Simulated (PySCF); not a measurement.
## Diatomics of Zn with group 14

CCSD(T) with double-zeta basis sets in PySCF, for the lowest determinant that a PBE0 search found; no spin–orbit coupling. De refers to high-spin ground-configuration atoms.

| M | basis | reference, frozen orbitals | state (unpaired electrons) | Re (Å) | ωe (cm⁻¹) | De (eV) |
| --- | --- | --- | --- | --- | --- | --- |
| C | pcseg-1 | ROHF, 6 | triplet (π ↑↑) | 2.000 | 486 | 0.86 |
| Si | 6-31G(d,p) | ROHF, 10 | triplet (π ↑↑) | 2.372 | 269 | 0.76 |
| Pb | def2-SVP | ROHF, 9 | triplet (π ↑↑) | 2.807 | 117 | 0.47 |

The shortest bond is that of ZnC (2.000 Å), the longest that of ZnPb (2.807 Å).

The rows differ in basis set, which adds steps of its own.

Down a group the atoms grow and get heavier, so bonds lengthen and wavenumbers fall; this series shows no clear exception.

Correlated steps freeze the inner cores (6 to 10 orbitals); shallow outer-core shells are correlated. Weak bonds: ZnPb. Basis-set superposition, not corrected here, can be much of De in a small basis, most of all at correlated wavefunction levels. These are scalar-relativistic numbers at best; spin–orbit coupling would shift them, the dissociation energy most. The CCSD T1 diagnostic is raised in ZnC, a sign that a single reference may not be enough there. States were picked by a PBE0 search and need not be the measured ground states.
